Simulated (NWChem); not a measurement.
All runs are NWChem calculations. System: F$_{2}$Sn, charge 0, spin multiplicity 1, at a geometry optimised with B3LYP/def2-SVP with def2 effective core potentials on Sn. The structure started from a generated list of species. Level: EOM-CCSD/def2-SVPD with def2 effective core potentials on Sn, 6 core orbitals frozen.

Input file:

```
start mol
memory heap 100 mb stack 700 mb global 1900 mb
geometry units angstroms nocenter noautoz
  Sn     0.000000     0.000000     0.346181
  F      1.459591     0.000000    -0.961614
  F     -1.459591     0.000000    -0.961614
  symmetry group C2v
end
basis spherical
  * library def2-svpd
end
ecp
  Sn library def2-ecp
end
scf
  rhf
  nopen 0
  maxiter 100
  thresh 1e-7
  semidirect memsize 60000000 filesize 0
end
tce
  freeze core 6
  ccsd
  nroots 1
  2eorb
  2emet 13
  thresh 1e-5
  maxiter 200
  tilesize 24
end
task tce energy
```

Output (cleaned and shortened):

```
             Northwest Computational Chemistry Package (NWChem) 7.3.0
             --------------------------------------------------------

                                NWChem Input Module
                                -------------------

 Scaling coordinates for geometry "geometry" by  1.889725989
 (inverse scale =  0.529177249)

 Turning off AUTOSYM since
 SYMMETRY directive was detected!

                             Geometry "geometry" -> ""
                             -------------------------

 Output coordinates in angstroms (scale by  1.889725989 to convert to a.u.)

  No.       Tag          Charge          X              Y              Z
 ---- ---------------- ---------- -------------- -------------- --------------
    1 Sn                  50.0000     0.00000000     0.00000000     0.34618100
    2 F                    9.0000     1.45959100     0.00000000    -0.96161400
    3 F                    9.0000    -1.45959100     0.00000000    -0.96161400

 Effective nuclear repulsion energy (a.u.)     257.7003022851

            Nuclear Dipole moment (a.u.)
            ----------------------------
        X                 Y               Z
 ---------------- ---------------- ----------------
     0.0000000000     0.0000000000    -0.0000037795

      Symmetry information
      --------------------

 Group name             C2v
 Group number             16
 Group order               4
 No. of unique centers     2

      Symmetry unique atoms

     1    2


 Summary of "ao basis" -> "" (spherical)
 ------------------------------------------------------------------------------
       Tag                 Description            Shells   Functions and Types
 ---------------- ------------------------------  ------  ---------------------
 *                         def2-svpd                  on all atoms

 Summary of "ao basis" -> "ao basis" (spherical)
 ------------------------------------------------------------------------------
       Tag                 Description            Shells   Functions and Types
 ---------------- ------------------------------  ------  ---------------------
 Sn                        def2-svpd                12       32   5s4p3d
 F                         def2-svpd                 9       23   4s3p2d

                                 NWChem SCF Module
                                 -----------------

  ao basis        = "ao basis"
  functions       =    78
  atoms           =     3
  closed shells   =    20
  open shells     =     0
  charge          =   0.00
  wavefunction    = RHF
  use symmetry    = T
  symmetry adapt  = T

 Summary of "ao basis" -> "ao basis" (spherical)
 ------------------------------------------------------------------------------
       Tag                 Description            Shells   Functions and Types
 ---------------- ------------------------------  ------  ---------------------
 Sn                        def2-svpd                12       32   5s4p3d
 F                         def2-svpd                 9       23   4s3p2d

      Symmetry analysis of basis
      --------------------------

        a1         31
        a2         10
        b1         23
        b2         14

 Forming initial guess at       0.1s

      Superposition of Atomic Density Guess
      -------------------------------------

 Sum of atomic energies:        -447.68717720

      Non-variational initial energy
      ------------------------------

 Total energy =    -411.711271
 1-e energy   =    -896.588180
 2-e energy   =     363.266102
 HOMO         =      -0.355765
 LUMO         =      -0.047457

      Symmetry analysis of molecular orbitals - initial
      -------------------------------------------------

  Numbering of irreducible representations:

     1 a1          2 a2          3 b1          4 b2

  Orbital symmetries:

     1 a1          2 b1          3 a1          4 b1          5 a1
     6 b2          7 a1          8 b1          9 a1         10 a2
    11 b2         12 a1         13 b1         14 a1         15 b1
    16 a1         17 b2         18 a2         19 b1         20 a1
    21 b2         22 b1         23 a1         24 a1         25 a1
    26 b1         27 b2         28 a2         29 a1         30 a1

 Starting SCF solution at       1.0s

 ----------------------------------------------
         Quadratically convergent ROHF

 Convergence threshold     :          1.000E-07
 Maximum no. of iterations :          100
 Final Fock-matrix accuracy:          1.000E-09
 ----------------------------------------------

              iter       energy          gnorm     gmax       time
             ----- ------------------- --------- --------- --------
                 1     -412.0508649888  1.40D+00  3.89D-01      1.1
                 2     -412.1516285023  2.36D-01  4.84D-02      1.1
                 3     -412.1582425007  2.04D-02  4.73D-03      1.2
                 4     -412.1583073414  2.11D-04  5.48D-05      1.4
                 5     -412.1583073473  1.38D-08  4.17D-09      1.6

       Final RHF  results
       ------------------

         Total SCF energy =   -412.158307347306
      One-electron energy =   -898.101507383736
      Two-electron energy =    364.332393688028
 Nuclear repulsion energy =    121.610806348403

        Time for solution =      0.6s

       Symmetry analysis of molecular orbitals - final
       -----------------------------------------------

  Numbering of irreducible representations:

     1 a1          2 a2          3 b1          4 b2

  Orbital symmetries:

     1 b1          2 a1          3 a1          4 b2          5 b1
[...]
   0.0000764859072   0.2818655753867    7.66996     1.2     1.2

 Iteration  31 using   31 trial vectors
   0.0000392383733   0.2818652930556    7.66995     1.1     1.1

 Iteration  32 using   32 trial vectors
   0.0000180453649   0.2818651965835    7.66995     1.0     1.0

 Iteration  33 using   33 trial vectors
   0.0000094920160   0.2818653602218    7.66995     0.9     0.9
 --------------------------------------------------------------
 Iterations converged
 ------------------

 Excited state root  1
 Excitation energy / hartree =        0.281865360221764
                   / eV      =        7.669949963863611
 largest EOMCCSD amplitudes: R1 and R2

 Singles contributions
    24a1  (alpha) ---    20a1  (alpha)       -0.6640999269
    31a1  (alpha) ---    20a1  (alpha)        0.1237287213
    21b2  (alpha) ---    17b2  (alpha)        0.5966912335

 Doubles contributions

 =========================================
 Excited-state calculation ( a2  symmetry)
 =========================================
 Dim. of EOMCC iter. space      500

 EOMCCSD SOLVER TYPE  1
  maxdiff =   0.57443764583550383

 No. of initial right vectors    1

 EOM-CCSD right-hand side iterations
 --------------------------------------------------------------
      Residuum       Omega / hartree  Omega / eV    Cpu    Wall
 --------------------------------------------------------------

 Iteration   1 using    1 trial vectors
   0.8209881625637   0.4649570396026   12.65213     1.0     1.0

 Iteration   2 using    2 trial vectors
   0.1461927739494   0.2705384468631    7.36173     0.6     0.6

 Iteration   3 using    3 trial vectors
   0.0594956635518   0.2615722596890    7.11775     0.8     0.8

 Iteration   4 using    4 trial vectors
   0.0286287746185   0.2595171645188    7.06182     0.7     0.7

 Iteration   5 using    5 trial vectors
   0.0143974374646   0.2586341512785    7.03780     0.7     0.7

 Iteration   6 using    6 trial vectors
   0.0079007098518   0.2582872466266    7.02836     0.7     0.7

 Iteration   7 using    7 trial vectors
   0.0069008699581   0.2582380463384    7.02702     0.6     0.6

 Iteration   8 using    8 trial vectors
   0.0059381561884   0.2582457835696    7.02723     0.6     0.6

 Iteration   9 using    9 trial vectors
   0.0055420049288   0.2581722601645    7.02523     0.7     0.7

 Iteration  10 using   10 trial vectors
   0.0037127993601   0.2581356492649    7.02423     0.7     0.7

 Iteration  11 using   11 trial vectors
   0.0018206266631   0.2581432699768    7.02444     0.7     0.7

 Iteration  12 using   12 trial vectors
   0.0007511950211   0.2581461376687    7.02452     0.7     0.7

 Iteration  13 using   13 trial vectors
   0.0003951908163   0.2581441665215    7.02446     0.7     0.7

 Iteration  14 using   14 trial vectors
   0.0002721112940   0.2581465590717    7.02453     0.7     0.7

 Iteration  15 using   15 trial vectors
   0.0002031769057   0.2581469619080    7.02454     0.7     0.7

 Iteration  16 using   16 trial vectors
   0.0001334488555   0.2581442900538    7.02447     0.7     0.7

 Iteration  17 using   17 trial vectors
   0.0000649685096   0.2581447550462    7.02448     0.7     0.7

 Iteration  18 using   18 trial vectors
   0.0000323066332   0.2581452753998    7.02449     0.6     0.6

 Iteration  19 using   19 trial vectors
   0.0000183859999   0.2581452113855    7.02449     0.6     0.6

 Iteration  20 using   20 trial vectors
   0.0000124291559   0.2581451912527    7.02449     1.0     1.0

 Iteration  21 using   21 trial vectors
   0.0000090973561   0.2581451066688    7.02449     1.0     1.0
 --------------------------------------------------------------
 Iterations converged
 ------------------

 Excited state root  1
 Excitation energy / hartree =        0.258145106668797
                   / eV      =        7.024488748841383
 largest EOMCCSD amplitudes: R1 and R2

 Singles contributions
    21b2  (alpha) ---    19b1  (alpha)       -0.8929915730
    27b2  (alpha) ---    19b1  (alpha)        0.1188135569

 Doubles contributions

 =========================================
 Excited-state calculation ( b1  symmetry)
 =========================================
 Dim. of EOMCC iter. space      500

 EOMCCSD SOLVER TYPE  1
  maxdiff =   0.48533068753090902

 No. of initial right vectors    1

 EOM-CCSD right-hand side iterations
 --------------------------------------------------------------
      Residuum       Omega / hartree  Omega / eV    Cpu    Wall
 --------------------------------------------------------------

 Iteration   1 using    1 trial vectors
   0.5005792375028   0.3608754681358    9.81993     1.4     1.4

 Iteration   2 using    2 trial vectors
   0.1340143965834   0.2899068729732    7.88877     1.1     1.1

 Iteration   3 using    3 trial vectors
   0.0713723439112   0.2809501207216    7.64505     1.1     1.1

 Iteration   4 using    4 trial vectors
   0.0624730719069   0.2767064861683    7.52957     1.2     1.2

 Iteration   5 using    5 trial vectors
   0.0402908892617   0.2735063929044    7.44249     1.2     1.2

 Iteration   6 using    6 trial vectors
   0.0367646224710   0.2712922578370    7.38224     1.1     1.1

 Iteration   7 using    7 trial vectors
   0.0353908886166   0.2702273217285    7.35326     1.1     1.1

 Iteration   8 using    8 trial vectors
   0.0395180018674   0.2689659792137    7.31894     1.1     1.1

 Iteration   9 using    9 trial vectors
   0.0315404965620   0.2675310698948    7.27989     1.2     1.2

 Iteration  10 using   10 trial vectors
   0.0226268380636   0.2670686688663    7.26731     1.2     1.2

 Iteration  11 using   11 trial vectors
   0.0259806953045   0.2661165929976    7.24140     1.2     1.2

 Iteration  12 using   12 trial vectors
   0.0186057381425   0.2660432406550    7.23941     1.2     1.2

 Iteration  13 using   13 trial vectors
   0.0100015531052   0.2655118962646    7.22495     1.2     1.2

 Iteration  14 using   14 trial vectors
   0.0048949268525   0.2656042933626    7.22746     1.1     1.1

 Iteration  15 using   15 trial vectors
   0.0025241374212   0.2655382099638    7.22567     1.2     1.2

 Iteration  16 using   16 trial vectors
   0.0012344063091   0.2655453343536    7.22586     1.1     1.1

 Iteration  17 using   17 trial vectors
   0.0006188122439   0.2655423229113    7.22578     0.9     0.9

 Iteration  18 using   18 trial vectors
   0.0003275342586   0.2655421030799    7.22577     0.7     0.7

 Iteration  19 using   19 trial vectors
   0.0001706241937   0.2655433702224    7.22581     0.9     0.9

 Iteration  20 using   20 trial vectors
   0.0000951879171   0.2655418394164    7.22576     1.0     1.0

 Iteration  21 using   21 trial vectors
   0.0000558549306   0.2655426247493    7.22579     1.0     1.0

 Iteration  22 using   22 trial vectors
   0.0000323122267   0.2655418744824    7.22577     1.0     1.0

 Iteration  23 using   23 trial vectors
   0.0000165919764   0.2655423482764    7.22578     1.0     1.0

 Iteration  24 using   24 trial vectors
   0.0000089574383   0.2655421290967    7.22577     1.0     1.0
 --------------------------------------------------------------
 Iterations converged
 ------------------

 Excited state root  1
 Excitation energy / hartree =        0.265542129096723
                   / eV      =        7.225772056088271
 largest EOMCCSD amplitudes: R1 and R2

 Singles contributions
    22b1  (alpha) ---    16a1  (alpha)        0.1144101275
    22b1  (alpha) ---    20a1  (alpha)        0.6346193513
    21b2  (alpha) ---    18a2  (alpha)       -0.6366923212

 Doubles contributions

 =========================================
 Excited-state calculation ( b2  symmetry)
 =========================================
 Dim. of EOMCC iter. space      500

 EOMCCSD SOLVER TYPE  1
  maxdiff =   0.41404304741985459

 No. of initial right vectors    1

 EOM-CCSD right-hand side iterations
 --------------------------------------------------------------
      Residuum       Omega / hartree  Omega / eV    Cpu    Wall
 --------------------------------------------------------------

 Iteration   1 using    1 trial vectors
   0.5072546172577   0.2868454804343    7.80547     1.4     1.4

 Iteration   2 using    2 trial vectors
   0.1381284829151   0.2095862091233    5.70313     0.9     0.9

 Iteration   3 using    3 trial vectors
   0.0788455675085   0.1982105319668    5.39359     0.9     0.9

 Iteration   4 using    4 trial vectors
   0.0479735235600   0.1938719025170    5.27553     0.9     0.9

 Iteration   5 using    5 trial vectors
   0.0219911967137   0.1921553036393    5.22881     0.9     0.9

 Iteration   6 using    6 trial vectors
   0.0117131694409   0.1916019285853    5.21376     0.9     0.9

 Iteration   7 using    7 trial vectors
   0.0075531799731   0.1915031402485    5.21107     1.0     1.0

 Iteration   8 using    8 trial vectors
   0.0057435915426   0.1914795355371    5.21043     0.9     0.9

 Iteration   9 using    9 trial vectors
   0.0033184355101   0.1914462272148    5.20952     0.9     0.9

 Iteration  10 using   10 trial vectors
   0.0014819020093   0.1914393821114    5.20933     1.0     1.0

 Iteration  11 using   11 trial vectors
   0.0006072657235   0.1914467420063    5.20953     1.0     1.0

 Iteration  12 using   12 trial vectors
   0.0002637027460   0.1914456924656    5.20950     0.9     0.9

 Iteration  13 using   13 trial vectors
   0.0001280812041   0.1914455795965    5.20950     0.9     0.9

 Iteration  14 using   14 trial vectors
   0.0000666031841   0.1914457456034    5.20951     1.0     1.0

 Iteration  15 using   15 trial vectors
   0.0000384738403   0.1914456883242    5.20950     0.9     0.9

 Iteration  16 using   16 trial vectors
   0.0000198246256   0.1914454049003    5.20950     1.0     1.0

 Iteration  17 using   17 trial vectors
   0.0000090143396   0.1914454665521    5.20950     1.0     1.0
 --------------------------------------------------------------
 Iterations converged
 ------------------

 Excited state root  1
 Excitation energy / hartree =        0.191445466552132
                   / eV      =        5.209498421899367
 largest EOMCCSD amplitudes: R1 and R2

 Singles contributions
    21b2  (alpha) ---    14a1  (alpha)        0.1765570857
    21b2  (alpha) ---    16a1  (alpha)       -0.1205494036
    21b2  (alpha) ---    20a1  (alpha)       -0.8966529256

 Doubles contributions

 Task  times  cpu:      110.3s     wall:      110.3s

 Total times  cpu:      110.3s     wall:      110.3s
```
